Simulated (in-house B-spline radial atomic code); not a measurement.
A run on an ion of nuclear charge 59 with 59.2 electrons that did not converge. Method: scalar-relativistic (X2C) TPSS, spin-polarised, spherical fractional occupations, Fermi nucleus of rms radius 4.8919 fm; computed with a B-spline radial code for spherical atoms.

Command:
```bash
python run_scf.py task.json out
```
Settings (nuclear radius in fm, mass in u):
```
Z                59
configuration    [Xe] 4f3.2 6s2
hamiltonian      x2c
method           tpss,tpss
spin_polarised   True
nucleus          fermi
rms_radius       4.8919
atomic_mass      140.90766
speed_of_light   137.035999084
```

First and last ten iterations of the last attempt (damped for 15 steps, keeping 80 % of the old Fock matrix, then DIIS):
```
 iter        energy (Eh)    residual
    1       -9236.234954    9.01e-02
    2       -9232.454312    1.54e-01
    3       -9235.906828    7.28e-02
    4       -9236.126128    3.94e-02
    5       -9236.203208    2.20e-02
    6       -9236.227884    1.16e-02
    7       -9236.235264    5.90e-03
    8       -9236.237524    4.58e-03
    9       -9236.238342    3.78e-03
   10       -9236.238712    3.14e-03
  111       -9236.239186    2.19e-04
  112       -9232.476177    1.53e-01
  113       -9232.477966    1.53e-01
  114       -9232.477845    1.53e-01
  115       -9232.479019    1.53e-01
  116       -9232.478864    1.53e-01
  117       -9232.478780    1.53e-01
  118       -9232.478801    1.53e-01
  119       -9232.478378    1.53e-01
  120       -9232.478339    1.53e-01
 not converged after 120 iterations
```

The smallest residual met was 2.1e-04; the threshold is about 6e-07. No energy from this run should be used. The likely cause: this method binds the added charge weakly or not at all at the basis-set limit, so charge moves back and forth between the atom and the box. Run time, properties included: 4.8 s on 1 thread of Intel(R) Xeon(R) 6975P-C, with other jobs on the host.
